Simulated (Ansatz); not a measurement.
The pair A = SiH4 (SMILES [SiH4]) (first 5 atoms), B = Si2H6 (SMILES [SiH3][SiH3]); geometry from B3LYP-D3(BJ)/def2-TZVP.
(charge 0, multiplicity 1):
```xyz
13

Si    -0.096     0.111    -0.159
H     -0.208    -1.148     0.611
H     -1.448     0.594    -0.516
H      0.686    -0.135    -1.392
H      0.592     1.129     0.665
Si     0.905    -0.883     3.804
Si    -0.782     0.745     3.782
H      0.317    -2.233     3.622
H      1.614    -0.847     5.107
H      1.890    -0.643     2.724
H     -1.627     0.620     2.570
H     -0.189     2.104     3.806
H     -1.651     0.585     4.974
```

Cores are frozen in the correlated methods.

The values were computed with Ansatz (Gaussian basis) for Hartree–Fock, density functionals and correlated methods. Values without a source in brackets are computed.

Total energies (hartree), monomers frozen at their geometry in the pair:

| structure | HF/aug-cc-pV(D+d)Z | PBE/def2-TZVPPD | MP2/aug-cc-pV(D+d)Z |
|---|---|---|---|
| AB | -872.6013148 | -873.9956872 | -872.9516009 |
| A in the pair's basis | -291.2506551 | -291.7217585 | -291.3726977 |
| B in the pair's basis | -581.3531038 | -582.2738409 | -581.5773123 |
| A | -291.2503245 | -291.7217175 | -291.3718169 |
| B | -581.3526784 | -582.2737900 | -581.5762682 |

Work out the interaction energy without and with the counterpoise correction, and the superposition error, for each level.


E(AB) − E(A) − E(B), times 627.509 kcal/mol, with the monomers in their own basis and then in the pair's basis:
- HF/aug-cc-pV(D+d)Z: 1.06 uncorrected, 1.53 corrected; the monomers gain 0.47 kcal/mol from borrowed functions
- PBE/def2-TZVPPD: -0.11 uncorrected, -0.06 corrected; the monomers gain 0.06 kcal/mol from borrowed functions
- MP2/aug-cc-pV(D+d)Z: -2.21 uncorrected, -1.00 corrected; the monomers gain 1.21 kcal/mol from borrowed functions

Ansatz is a program for electronic structure.
